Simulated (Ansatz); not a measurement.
Born–Oppenheimer molecular dynamics of GeH5O (7 atoms, charge 0, multiplicity 2). It starts at the highest image of a converged band. Of that band: Neighbouring images differ by up to 1.2 eV, so the band resolves the path poorly. A vibrational analysis at the climbing image gives one clearly imaginary mode, 2361i cm⁻¹: a first-order saddle point.

All numbers below come from Ansatz 0.2.0, UHF/def2-SVP.

```json
{
 "ensemble": "NVE (velocity Verlet)",
 "time step": "0.5 fs",
 "steps asked": "200",
 "starting velocities drawn for": "300 K",
 "seed": "10991"
}
```

First frame:

```xyz
7
Properties=species:S:1:pos:R:3
Ge -0.004 0.010 0.077
H 0.014 0.112 1.767
H 1.440 -0.049 -0.429
H -0.728 1.237 -0.486
H -0.753 -1.271 -0.320
O -0.043 0.013 3.074
H -0.438 -0.853 3.125
```

Question: What does the run give?

Answer: The run went to its last step.

| Item | Value |
| --- | --- |
| steps done | 200 |
| time covered | 100 fs |
| mean temperature over the second half | 1288 K |
| spread of the potential energy over the second half | 13.4 meV per atom |
| mean potential energy of the second half above the start | -91.2 meV per atom |

The conserved energy stayed within 0.34 meV per atom of its start (net change -0.07 meV per atom), so the integration is sound. The kinetic energy rose, since the run started high on the potential surface and went downhill. It ends in pieces (GeH4 + HO), so much of that is their flight and rotation, not heat. A run of 0.1 ps of so small a system gives no equilibrium averages.

Question: What happens to the structure?

Answer: Between its relaxed ends the band would form H2–O6 and break Ge1–H2. These pairs go: H2–O6 1.31 → 6.03 Å, Ge1–H2 1.69 → 1.62 Å. In the last frame they stand as before the step (other bonds may differ from the relaxed reactants and products). It ends as GeH4 + HO. Pairs count as bonded within 1.25 times the sum of covalent radii (0.12 Å more for H–H). The details hang on the random start.

Question: How do temperature and energy run in time?

Answer: 
| time (fs) | T (K) | potential energy less start (eV) | conserved less start (meV/atom) |
| --- | --- | --- | --- |
| 0 | 300 | 0.000 | 0.00 |
| 8 | 162 | 0.090 | 0.09 |
| 16 | 536 | -0.153 | -0.12 |
| 24 | 775 | -0.307 | 0.03 |
| 32 | 1249 | -0.615 | -0.30 |
| 40 | 1373 | -0.694 | -0.17 |
| 48 | 1341 | -0.674 | -0.12 |
| 56 | 1527 | -0.795 | -0.26 |
| 64 | 1284 | -0.636 | 0.00 |
| 72 | 1415 | -0.722 | -0.17 |
| 80 | 1165 | -0.559 | 0.05 |
| 88 | 1275 | -0.631 | -0.06 |
| 96 | 1173 | -0.563 | 0.08 |

Run time: 7.2 min on 1 thread of AMD EPYC 7R43 64-Core Processor (Zen 3), with other jobs on the host, peak memory 0.22 GiB.
